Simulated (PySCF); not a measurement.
**N (nitrogen, neutral) across methods**

[He] 2s1 2p4, high-spin 4P determinant (an excited configuration). All numbers are calculated (PySCF 2.14, scalar relativity by spin-free X2C-1e, in aug-cc-pVDZ-DK (4s3p2d, 23 functions)).

```json
{"method": "PBE0", "E (hartree)": "-54.1692", "mean ε 2s α (eV)": "-23.942", "mean ε 2p α (eV)": "-11.005", "mean ε 2p β (eV)": "-6.345", "Σ⟨r²⟩ (bohr²)": "13.44", "⟨S²⟩": "3.765"}
{"method": "r2SCAN", "E (hartree)": "-54.2171", "mean ε 2s α (eV)": "-22.455", "mean ε 2p α (eV)": "-9.719", "mean ε 2p β (eV)": "-5.272", "Σ⟨r²⟩ (bohr²)": "13.48", "⟨S²⟩": "3.771"}
{"method": "r2SCANh", "E (hartree)": "-54.2143", "mean ε 2s α (eV)": "-23.516", "mean ε 2p α (eV)": "-10.448", "mean ε 2p β (eV)": "-5.712", "Σ⟨r²⟩ (bohr²)": "13.45", "⟨S²⟩": "3.772"}
{"method": "wB97X", "E (hartree)": "-54.2015", "mean ε 2s α (eV)": "-26.459", "mean ε 2p α (eV)": "-13.420", "mean ε 2p β (eV)": "-8.854", "Σ⟨r²⟩ (bohr²)": "13.42", "⟨S²⟩": "3.766"}
{"method": "BLYP", "E (hartree)": "-54.2218", "mean ε 2s α (eV)": "-20.452", "mean ε 2p α (eV)": "-8.752", "mean ε 2p β (eV)": "-5.390", "Σ⟨r²⟩ (bohr²)": "13.67", "⟨S²⟩": "3.761"}
{"method": "M06-2X", "E (hartree)": "-54.1924", "mean ε 2s α (eV)": "-25.916", "mean ε 2p α (eV)": "-12.503", "mean ε 2p β (eV)": "-7.549", "Σ⟨r²⟩ (bohr²)": "13.43", "⟨S²⟩": "3.768"}
{"method": "PBE", "E (hartree)": "-54.1663", "mean ε 2s α (eV)": "-20.793", "mean ε 2p α (eV)": "-9.009", "mean ε 2p β (eV)": "-5.213", "Σ⟨r²⟩ (bohr²)": "13.62", "⟨S²⟩": "3.761"}
{"method": "UHF", "E (hartree)": "-54.01774", "mean ε 2s α (eV)": "-33.325", "mean ε 2p α (eV)": "-16.961", "mean ε 2p β (eV)": "-8.176", "Σ⟨r²⟩ (bohr²)": "13.79", "⟨S²⟩": "3.807"}
```

Q: Estimate the same row for LDA.

A: E (hartree) = -53.7571; mean ε 2s α (eV) = -20.582; mean ε 2p α (eV) = -9.143; mean ε 2p β (eV) = -5.083; Σ⟨r²⟩ (bohr²) = 13.76; ⟨S²⟩ = 3.765.
